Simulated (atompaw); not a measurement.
**Reading a pseudo-wave (argon)**

Columns: radius, all-electron u(r) and pseudo u(r) of the 3p shell (level -35.43 eV) of argon in the configuration [Ne] 3s2 3p4; PBE, non-relativistic, PAW (atompaw) scheme, atompaw 4.2.0.5.

| r (bohr) | all-electron | pseudo |
| --- | --- | --- |
| 0.052 | 0.1037 | -0.0056 |
| 0.104 | 0.2650 | -0.0223 |
| 0.156 | 0.3823 | -0.0494 |
| 0.208 | 0.4329 | -0.0863 |
| 0.260 | 0.4222 | -0.1316 |
| 0.312 | 0.3640 | -0.1842 |
| 0.363 | 0.2750 | -0.2411 |
| 0.415 | 0.1644 | -0.3032 |
| 0.467 | 0.0438 | -0.3675 |
| 0.519 | -0.0791 | -0.4324 |
| 0.571 | -0.1989 | -0.4963 |
| 0.623 | -0.3118 | -0.5579 |
| 0.675 | -0.4156 | -0.6159 |
| 0.727 | -0.5089 | -0.6692 |
| 0.779 | -0.5914 | -0.7172 |
| 0.831 | -0.6627 | -0.7593 |
| 0.883 | -0.7233 | -0.7952 |
| 0.935 | -0.7732 | -0.8250 |
| 0.987 | -0.8131 | -0.8488 |
| 1.038 | -0.8432 | -0.8665 |
| 1.090 | -0.8654 | -0.8793 |
| 1.142 | -0.8797 | -0.8871 |
| 1.194 | -0.8872 | -0.8904 |
| 1.246 | -0.8884 | -0.8894 |
| 1.298 | -0.8843 | -0.8844 |
| 1.350 | -0.8755 | -0.8755 |

(1) How many radial nodes do the two functions have?

(2) Where does each function peak?

(3) Is the pseudo-wave norm-conserving?

Results:

(1) The all-electron 3p function has n − l − 1 = 1; the pseudo-wave has 0, since the states of the same l below it are removed with the core.

(2) Outermost all-electron maximum near 1.25 bohr, pseudo maximum near 1.19 bohr (to the table’s step).

(3) No, it belongs to a PAW set: the norm inside the radius is not constrained, and the difference is carried by the augmentation charge.
